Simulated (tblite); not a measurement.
Run record: tight-binding relaxation, `FC(F)=C(F)c1cn[se]n1`.

Computed with GFN2-xTB geometry optimisation, gas phase (tblite 0.8.0). Start geometry: from a force field or distance geometry. The command runs a driver script over a list of jobs; the input below is this job's line of settings and its coordinates in Å.

Command:
```bash
OMP_NUM_THREADS=1 python probes_run.py task.json out
```

Input:
```
{"job": {"kind": "relax", "xc": "GFN2-xTB", "basis": "xTB"}, "charge": 0, "multiplicity": 1}
F     -1.840400    -1.123700     1.794200
C     -1.935900    -0.428300     0.627700
F     -3.202900    -0.203800     0.185500
C     -0.961500     0.034900    -0.095600
F     -1.304000     0.695400    -1.228400
C      0.468600    -0.119200     0.197800
C      1.356400     0.900100     0.061900
N      2.616800     0.623500     0.347000
Se     2.739800    -1.017200     0.809300
N      1.023500    -1.276100     0.609900
H      1.045000     1.917200    -0.255400
```

Output:
```
step      E/eV     max force
  0    -877.03045    3.060
  1    -877.18556    2.517
  2    -877.27065    0.741
  3    -877.29976    0.589
  4    -877.32221    0.411
  5    -877.33639    0.310
  6    -877.34514    0.261
  7    -877.35092    0.253
  8    -877.35355    0.136
  9    -877.35522    0.131
... (38 lines left out)
 48    -877.45420    0.061
 49    -877.45455    0.041
 50    -877.45467    0.026
 51    -877.45472    0.014
 52    -877.45474    0.012
 53    -877.45476    0.011
 54    -877.45478    0.010
 55    -877.45479    0.011
 56    -877.45481    0.011
 57    -877.45482    0.009
```

«max force» is the largest atomic force in eV/Å.

**Question.** From which step on does the largest force stay under 0.1 eV/Å, and how much energy is left to gain from there?

**Answer.** From step 44 (0.095 eV/Å), 2.3 meV above the end.

In short: energy lowered by 9.8 kcal/mol over 57 steps; largest atomic force 0.009 eV/Å at the end.

**Question.** Where do the atoms end?

**Answer.** 0.451 Å rms from the input after alignment:
```
atom  x, y, z in Å
F1    -1.8160   -1.6397    1.2842
C2    -1.9757   -0.5801    0.5192
F3    -3.2557   -0.3706    0.2641
C4    -0.9768    0.1829    0.0601
F5    -1.2956    1.2367   -0.7176
C6     0.4343   -0.0047    0.3171
C7     1.4491    0.8505   -0.2011
N8     2.6649    0.5291    0.1355
Se9    2.6280   -0.9112    1.1585
N10    0.8814   -0.9967    1.0621
H11    1.2673    1.7065   -0.8281
```

**Question.** Estimate the wall time. Hardware: one thread, Intel Xeon at 2.50 GHz (x86_64), shared host.

**Answer.** About 1.4 s.
Labels such as C1 count atoms from 1, the log's own numbers from 0.
